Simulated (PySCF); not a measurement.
CaF₂, SMILES [F][Ca][F].

Geometry: PBE0-D3(BJ)/def2-TZVP. The isomer is the one that the SMILES or the coordinates give; other isomers of the formula were not compared.

Two levels are set side by side: PBE/def2-TZVPD (PySCF) and B3LYP/def2-TZVPD (PySCF). Same geometry, gas phase. Differences are taken from unrounded values.

| quantity | B3LYP | PBE | PBE minus B3LYP |
|---|---|---|---|
| orbital gap (eV) | 6.64 | 4.74 | -1.90 |
| highest occupied level (eV) | -8.71 | -7.08 | 1.62 |
| lowest empty level (eV) | -2.07 | -2.34 | -0.27 |
| dipole moment (D) | 4.23 | 4.09 | -0.14 |
| mean polarisability (bohr³) | 23.1 | 25.7 | 2.5 |

Without exact exchange PBE keeps part of each electron's self-repulsion, which lifts occupied levels and narrows the gap. Loosely held outer electrons make PBE densities more polarisable. Differences between two approximate levels are no errors against the true value.

Rough cost on one machine, each run with all the roots and properties that it gave: B3LYP against PBE within a factor of 2.
